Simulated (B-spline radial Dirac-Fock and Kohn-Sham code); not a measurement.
**Kohn-Sham estimates against Dirac-Fock for the levels of Mn⁹⁺**

System: manganese as Mn⁹⁺, 1s2 2s2 2p6 3s2 3p4.

The density-functional columns are spherical, spin-unpolarised Dirac-Kohn-Sham results without Breit or QED terms: −ε is minus the orbital energy of the initial state and ΔSCF the difference of two total energies. The reference in the last column comes from ΔSCF Dirac-Fock with Breit, self-energy and vacuum polarisation, finite nucleus, configuration average. All numbers are from a radial finite-basis atomic code, in eV; a selection of levels is shown.

```
     level  LDA −ε  LDA ΔSCF  Dirac-Fock
    K (1s)  6632.1    6793.8      6784.0
   L1 (2s)   958.7     994.6      1014.9
L2 (2p1/2)   854.0     895.0       894.3
   M1 (3s)   270.6     285.0       287.4
 M2,3 (3p)   237.8     252.2       250.4
```

Values without a named source are computed, but for edge energies of neutral atoms, which are taken from tables.
